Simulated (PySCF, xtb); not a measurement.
C3H9AlO, SMILES C[CH](C)[AlH][OH]. Other conformers were not sampled.

Harmonic wavenumbers (cm⁻¹) from GFN2-xTB (xtb) at its own minimum, in rising order: 52, 95, 136, 198, 214, 239, 346, 449, 460, 496, 535, 638, 902, 907, 926, 977, 988, 1110, 1156, 1229, 1297, 1400, 1411, 1488, 1496, 1500, 1505, 1823, 2828, 2969, 2975, 2981, 2995, 3000, 3005, 3753.

### Question
What does PBE-D3(BJ)/def2-SVP in PySCF give at its own minimum? (An estimate is asked for; the answer gives what the named calculation found.)

### Answer
19, 110, 174, 229, 245, 295, 324, 410, 478, 548, 549, 677, 837, 879, 886, 936, 953, 1081, 1137, 1182, 1262, 1335, 1353, 1405, 1421, 1423, 1432, 1849, 2906, 2937, 2940, 3010, 3018, 3034, 3053, 3806. Paired by order, the mean absolute difference is 42 cm⁻¹ and the zero-point energies are 69.3 and 68.8 kcal/mol.
